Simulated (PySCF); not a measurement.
Atom-mapped SMILES (the numbers label the heavy atoms): `[F:1][C@H:2]1[CH:3]=[C:4]([O:5][C:6]([F:7])([F:8])[F:9])[CH2:10]1`. Hydrogens are named by the atom that carries them. Ha(C10) is cis to F1 on the ring; Hb(C10) is trans to F1 on the ring.

[PySCF: coordinates at the GFN2-xTB level; shieldings: GIAO PBE0/pcSseg-1; gas phase; fast rotation and ring inversion assumed for equivalent nuclei; non-relativistic Hamiltonian; one conformer]

Task: Predict the 2D correlation tables (HSQC, COSY, HMBC).

Result: 

HSQC (one-bond C–H):
```
            δH          δC
  5.49 (H(C3))  119.8 (C3)
  5.45 (H(C2))   82.7 (C2)
3.23 (Hb(C10))  44.6 (C10)
3.08 (Ha(C10))  44.6 (C10)
```

COSY cross peaks (H two or three bonds apart, from the bond graph; peaks can be absent where the dihedral angle is near 90°):
```
            δH              δH
  5.49 (H(C3))    5.45 (H(C2))
  5.45 (H(C2))  3.23 (Hb(C10))
  5.45 (H(C2))  3.08 (Ha(C10))
3.23 (Hb(C10))  3.08 (Ha(C10))
```

HMBC (two and three bonds, from the bond graph; two-bond peaks within aromatic rings are usually weak or absent):
```
            δH                                  δC
  5.49 (H(C3))   157.7 (C4), 82.7 (C2), 44.6 (C10)
  5.45 (H(C2))  157.7 (C4), 119.8 (C3), 44.6 (C10)
3.23 (Hb(C10))   157.7 (C4), 119.8 (C3), 82.7 (C2)
3.08 (Ha(C10))   157.7 (C4), 119.8 (C3), 82.7 (C2)
```

Scale: 1H (σref 31.72) and 13C (σref 186.93) vs TMS (reference shieldings calculated alike).

Shifts are as computed. Against solution values, carbons near 30 ppm lie about +3 ppm off and those near 130 ppm about +5 ppm (rms about the fit 2.1 ppm; single classes can miss by 10 ppm). Of 1328 compounds with measured shifts, 309 miss one by over three times the rms of a fit or turn the order of signals round; such compounds aren't used in these exercises. Signals without a measured value on file couldn't be tested in this way; 1H shifts scatter by 0.2 ppm about their fit, and single ones miss by 0.5 ppm.
